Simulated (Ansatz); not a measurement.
```yaml
crystal:
  periodic: [false, false, false]
  atoms:
    - {symbol: N, position_ang: [-1.391106, 1.157832, 0.880430]}
    - {symbol: C, position_ang: [-0.863217, 0.173859, 0.223768]}
    - {symbol: B, position_ang: [0.763986, -0.048799, 0.305440]}
    - {symbol: C, position_ang: [1.187512, -1.083175, -0.876569]}
    - {symbol: S, position_ang: [0.507945, 0.147838, -1.684175]}
    - {symbol: H, position_ang: [-2.335368, 1.068327, 0.763276]}
    - {symbol: H, position_ang: [-0.945715, 1.925344, 1.193390]}
    - {symbol: H, position_ang: [-1.481910, -0.612733, -0.059945]}
    - {symbol: H, position_ang: [1.321599, 0.569815, 0.919847]}
    - {symbol: H, position_ang: [2.135568, -1.383692, -0.827831]}
    - {symbol: H, position_ang: [0.678646, -2.005872, -0.981440]}
basis:
  gaussian: {orbitals: aug-cc-pVTZ}
magnetization: {spin_polarized: true, initial_magnetization: 3}
hamiltonian: {xc: {name: PBE0-DH}}
output: {forces: true}
```

```sh
$ ansatz run in.yaml --threads 4 --pin off --events-out ev --progress --plain --max-ram 10444MiB
```

Output, abridged:

```
Error: a molecule whose nuclei and cores have a total charge of 46 cannot have a net charge of 0 together with 3 unpaired electrons
```

Q: What is wrong with this run?

A: The number of unpaired electrons doesn't fit the electron count. The input was rejected before any iteration.
